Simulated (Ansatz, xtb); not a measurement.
# Two isomers of C2H6Br2Si

We compare X, `C[Si@@H](Br)CBr`, a singlet, with Y, `C[Si](C)(Br)Br`, a singlet. Both are isolated molecules in the gas phase, relaxed with B3LYP-D3(BJ)/def2-SVP, each in the lowest conformer that the search found.

Quicker runs give these differences E(Y) − E(X): GFN2-xTB −1.139 eV; HF/STO-3G −1.557 eV (at GFN2-xTB geometries); r2SCAN-D4/def2-SVP −1.705 eV (at GFN2-xTB geometries).

Problem. Estimate E(Y) − E(X) at the level CCSD(T)/def2-SVP + ΔMP2/def2-TZVPP.

Solution. Calculated at CCSD(T)/def2-SVP + ΔMP2/def2-TZVPP: E(Y) − E(X) = −1.641 eV, so structure Y lies lower.

The same difference at several levels:

```json
{"level": "GFN2-xTB", "geometry": "GFN2-xTB", "E(Y) − E(X) (eV)": "−1.139", "departure from the last row (eV)": "+0.502", "job, with rough time for the two": "optimisation, 0.73 s"}
{"level": "HF/STO-3G", "geometry": "GFN2-xTB", "E(Y) − E(X) (eV)": "−1.557", "departure from the last row (eV)": "+0.085", "job, with rough time for the two": "single point, 4.1 s"}
{"level": "r2SCAN-D4/def2-SVP", "geometry": "GFN2-xTB", "E(Y) − E(X) (eV)": "−1.705", "departure from the last row (eV)": "−0.063", "job, with rough time for the two": "single point, 14 s"}
{"level": "B3LYP-D3(BJ)/def2-SVP", "geometry": "B3LYP-D3(BJ)/def2-SVP", "E(Y) − E(X) (eV)": "−1.620", "departure from the last row (eV)": "+0.021", "job, with rough time for the two": "optimisation, 2.9 min"}
{"level": "HF/def2-SVP", "geometry": "B3LYP-D3(BJ)/def2-SVP", "E(Y) − E(X) (eV)": "−1.696", "departure from the last row (eV)": "−0.054", "job, with rough time for the two": "part of the CCSD(T) run"}
{"level": "MP2/def2-SVP", "geometry": "B3LYP-D3(BJ)/def2-SVP", "E(Y) − E(X) (eV)": "−1.740", "departure from the last row (eV)": "−0.099", "job, with rough time for the two": "part of the CCSD(T) run"}
{"level": "CCSD(T)/def2-SVP", "geometry": "B3LYP-D3(BJ)/def2-SVP", "E(Y) − E(X) (eV)": "−1.652", "departure from the last row (eV)": "−0.011", "job, with rough time for the two": "single point"}
{"level": "CCSD(T)/def2-SVP + ΔMP2/def2-TZVPP", "geometry": "B3LYP-D3(BJ)/def2-SVP", "E(Y) − E(X) (eV)": "−1.641", "departure from the last row (eV)": "", "job, with rough time for the two": "single point, 4 min"}
```

As drawn, Y has 1 Br–Si, 1 C–H in place of 1 C–Br, 1 Si–H.

None of the levels shown reverses the order. The largest departure from CCSD(T)/def2-SVP + ΔMP2/def2-TZVPP is that of GFN2-xTB, 0.502 eV. The last row adds to CCSD(T) the change of the MP2 difference between the two basis sets, here +0.011 eV.

With thermal terms from frequencies at re-optimised GFN2-xTB minima (ideal gas, soft modes damped towards free rotors, one conformer each, 298.15 K, 1 atm): the zero-point term adds +0.069 eV; ΔH is −1.561 and ΔG −1.560 eV.

The correlated steps freeze 25 core orbitals; the filled d shell of Br is correlated, in a basis made for valence electrons. Mirror images aren't counted in ΔG. Run with Ansatz 0.2.0, xtb 6.7.1; the last row on 2 threads of Intel(R) Xeon(R) Processor @ 2.50GHz (Skylake/Cascade Lake) on a shared host.
